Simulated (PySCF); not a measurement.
# Electron correlation in F(7+) (fluorine, charge +7)

Starting occupation: 1s2. Computed with PySCF 2.14 in an uncontracted even-tempered set (17 s from 0.27 bohr⁻², ratio 2.6; 10 p from 0.35 bohr⁻², ratio 2.6; 7 d from 0.36 bohr⁻², ratio 2.8; 3 f from 20 bohr⁻², ratio 2.8), with X2C-1e with screened-nucleus spin-orbit coupling, Gaussian nucleus. Frozen: nothing; 2 electrons correlated; the 30 highest virtual spinors left out.

Total MP2 correlation energy: -43.54 mhartree.

With two correlated electrons CCSD is exact within the correlated space (frozen core and kept virtual orbitals).

The virtual space was cut to 52 spinors, which keep -41.03 of the -43.54 mhartree of MP2 correlation.

| level | correlation energy (mhartree) |
| --- | --- |
| CCSD | -42.57 |

Diagnostics: T1 = 2.8e-05, largest double amplitude 0.007.

**Question.** Is a single reference adequate?

**Answer.** Yes: T1 lies below 0.03 and no double amplitude reaches 0.07.

The coupled-cluster values are those of the cut space; adding the MP2 remainder, -2.51 mhartree, estimates the full space.
